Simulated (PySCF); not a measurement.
Order these species by their calculated properties.

All species are isolated and taken at one optimised geometry, non-relativistic unless stated. Electronic properties by PySCF.

Dipoles, sizes and rotational constants follow the conformer. The torsions of the flexible species, by atom-mapped SMILES:
- `[CH3:1][CH2:2][S:3][S:4][CH3:5]`: C1–C2–S3–S4 -66°, C2–S3–S4–C5 -90°
- `[NH2:1][SiH:2]1[NH:3][SiH2:4][NH:5]1`: H–N1–Si2–N3 -88°, H–N1–Si2–N3 48°
- `[CH:1]#[C:2]/[C:3]([F:4])=[CH:5]/[CH:6]=[CH:7]/[CH:8]=[CH2:9]`: C3–C5–C6–C7 180°, C6–C7–C8–C9 180°
- `[O:1]=[C:2]1[CH2:3][C@@H:4]([Cl:5])[C@H:6]1[C:7]([F:8])([F:9])[F:10]`: C4–C6–C7–F8 171°
- `[H]/[N:5]=[CH:4]/[C:3](=[CH:2]/[CH3:1])[SiH2:6][Cl:7]`: C2–C3–C4–N5 179°, C2–C3–Si6–Cl7 104°
- `[CH3:1][CH2:2][c:3]1[p:4][cH:5][p:6][c:7]([Cl:8])[p:9]1`: C1–C2–C3–P4 90°

The conformers of `F[Si]1(O[SiH3])CC=CC1` aren't listed.

**Question.** Rank by lowest triplet excitation (Tamm–Dancoff), highest first (TDA CAM-B3LYP/def2-SVPD at GFN2-xTB geometries).
A. `C1C=CC[Si]1(F)O[SiH3]`
B. `N[SiH]1N[SiH2]N1`
C. `CSSCC`
D. `C(/C=C/C=C(/C#C)F)=C`
E. `C=C1/C(C[C@@H]1C#C)=C\F`

**Answer.** B (5.59 eV), A (4.49 eV), C (4.39 eV), E (3.00 eV), D (2.19 eV).

**Question.** By how much do the two ends of that ranking differ?

**Answer.** By 3.40 eV, between `N[SiH]1N[SiH2]N1` and `C#C/C(F)=C/C=C/C=C`.

**Question.** Rank by smallest rotational constant, highest first (GFN2-xTB).
A. `[C@H]1([C@H](Cl)CC1=O)C(F)(F)F`
B. `C#C/C(F)=C/C=C/C=C`
C. `[H]/N=C/C(=C/C)[SiH2]Cl`
D. `N1[SiH2]N[SiH]1N`
E. `C(c1pcpc(p1)Cl)C`
F. `CCSSC`
G. `C#C[C@H]1C/C(=C/F)C1=C`

**Answer.** D (2.032 GHz), F (1.733 GHz), C (0.967 GHz), G (0.868 GHz), A (0.761 GHz), B (0.522 GHz), E (0.461 GHz).

**Question.** Give the two extremes of that set in cm⁻¹.

**Answer.** `CCc1pcpc(Cl)p1`: 0.0154 cm⁻¹; `N[SiH]1N[SiH2]N1`: 0.0678 cm⁻¹.

**Question.** Rank by dipole moment, lowest first (CAM-B3LYP/def2-SVPD at GFN2-xTB geometries).
A. `CCC1=PC=PC(Cl)=P1`
B. `C#C/C(F)=C/C=C/C=C`
C. `C#C[C@H]1C/C(=C/F)C1=C`
D. `N[SiH]1N[SiH2]N1`

**Answer.** D (0.91 D), C (1.50 D), B (1.72 D), A (2.10 D).

**Question.** Rank by HOMO energy, lowest first (CAM-B3LYP/def2-SVPD at GFN2-xTB geometries).
A. `p1cpc(pc1CC)Cl`
B. `C#C[C@H]1C/C(=C/F)C1=C`
C. `[SiH3]O[Si]1(CC=CC1)F`
D. `C#C/C(F)=C/C=C/C=C`
E. `C#CC(F)=C1CC=CC1`

**Answer.** C (-8.55 eV), A (-8.28 eV), B (-8.02 eV), E (-7.89 eV), D (-7.34 eV).

**Question.** Give the two extremes of that set in hartree.

**Answer.** `F[Si]1(O[SiH3])CC=CC1`: -0.314 Eh; `C#C/C(F)=C/C=C/C=C`: -0.270 Eh.

**Question.** Rank by lowest singlet excitation, lowest first (TDDFT CAM-B3LYP/def2-SVPD at GFN2-xTB geometries).
A. `CCc1pcpc(Cl)p1`
B. `N[SiH]1N[SiH2]N1`
C. `C#C[C@H]1C/C(=C/F)C1=C`
D. `F[Si]1(O[SiH3])CC=CC1`
E. `C(/C=C(\F)C#C)=C\C=C`
F. `S(SC)CC`

**Answer.** A (3.56 eV), E (4.31 eV), F (5.07 eV), C (5.38 eV), B (5.86 eV), D (6.88 eV).

**Question.** By how much do the two ends of that ranking differ?

**Answer.** By 3.32 eV, between `F[Si]1(O[SiH3])CC=CC1` and `CCc1pcpc(Cl)p1`.

**Question.** Rank by static isotropic polarisability, lowest first (CAM-B3LYP/def2-SVPD at GFN2-xTB geometries).
A. `C#C/C(F)=C/C=C/C=C`
B. `CCSSC`
C. `CCC1=PC=PC(Cl)=P1`
D. `N[SiH]1N[SiH2]N1`
E. `F[Si]1(O[SiH3])CC=CC1`

**Answer.** D (69.6 au), B (80.4 au), E (92.8 au), A (128.7 au), C (150.2 au).

**Question.** By how much do the two ends of that ranking differ?

**Answer.** By 80.6 au, between `CCc1pcpc(Cl)p1` and `N[SiH]1N[SiH2]N1`.
